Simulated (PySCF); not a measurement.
Task: Give a PBE0-D3(BJ)/def2-SVP geometry of InChI=1S/C2H7NSSi2/c3-1-2-6-4-5/h2,6H2,5H3.

Result: 
```xyz
13
C2H7NSSi2 angstrom
N      3.2848    0.8049    1.8037
C      2.4680    0.1655    1.2883
C      1.4154   -0.5964    0.6497
Si    -0.2016    0.3958    0.5295
S     -1.5786   -0.9418   -0.4315
Si    -3.2970    0.3530   -0.5677
H      1.2224   -1.5211    1.2176
H      1.7260   -0.8908   -0.3661
H      0.0180    1.6268   -0.2819
H     -0.6653    0.7721    1.8951
H     -4.3581   -0.4533   -1.2304
H     -2.9788    1.5644   -1.3795
H     -3.7410    0.7824    0.7911
```

Any rigid rotation of these coordinates is as good. Atoms count from 1 in this order. Si4 (SiH2 silicon) is distorted tetrahedral (angles from 104.4° to 111.6°). The 6 heavy atoms lie in one plane (0.018 Å rms). Si6 (SiH3 silicon) is distorted tetrahedral (angles from 105.7° to 110.6°).

Bonds between heavy atoms (Å): N1≡C2 1.158, C2–C3 1.448, C3–Si4 1.901, Si4–S5 2.147, S5–Si6 2.156.

Method: PySCF, PBE0-D3(BJ)/def2-SVP geometry optimisation, gas phase.

Point group: near Cs, missed by 0.10 Å at most; the miss may be what the optimiser left on a soft mode. No PBE0-D3(BJ)/def2-SVP frequencies stand behind this structure, so it isn't proved a minimum. One conformer, not necessarily the lowest (C2–C3–Si4–S5 180°, C3–Si4–S5–Si6 -178°).
